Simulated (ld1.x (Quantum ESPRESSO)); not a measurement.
Configuration tests for germanium (TM)

ld1.x (Quantum ESPRESSO) 7.5 input, shortened:

```
&input
   title='Ge', zed=32., rel=1, dft='PBE', iswitch=3,
   config='[Ar] 3d10 4s2 4p2'
 /
 &inputp
   pseudotype=2, tm=.true., lloc=2,
   nlcc=.true., rcore=0.95
 /
3
4S  1  0   2.00   0.00  1.48  1.48  0.0
4P  2  1   2.00   0.00  2.00  2.00  0.0
3D  3  2  10.00   0.00  1.10  1.10  0.0
 &test
   configts(1)='3d10 4s2 4p2'
 /
```

Energies are relative to the spin-unpolarised reference configuration 3d10 4s2 4p2; without spin polarisation the order of configurations can differ from experiment.

```
valence configuration  charge  ΔE all-electron (eV)  error AE − PS (meV)
         3d10 4s2 4p0      +2                22.883                 -1.9
         3d10 4s1 4p0      +3                57.674                  -11
       3d10 4s2 4p2.3    -0.3                -0.884                 +0.1
       3d10 4s2 4p1.5    +0.5                 2.802                 -0.3
          3d9 4s2 4p2      +1                38.686                 -386
         3d10 4s0 4p4       0                16.195                 -7.0
```

(1) What are ΔE and the potential's error for 3d10 4s2 4p1?

Levels in the configuration 3d10 4s1 4p0:

| level | all-electron (eV) | pseudo (eV) |
| --- | --- | --- |
| 3d | -63.095 | -62.795 |
| 4s | -40.455 | -40.477 |

Note: ghost states, extra bound levels that the all-electron valence spectrum of the same l lacks: s at -432.4 eV, p at -184.3 eV. A true bound ghost makes a file unfit for plane-wave use.

## Answers

(1) ΔE = 7.444 eV all-electron; the error (AE − PS) is -0.4 meV.
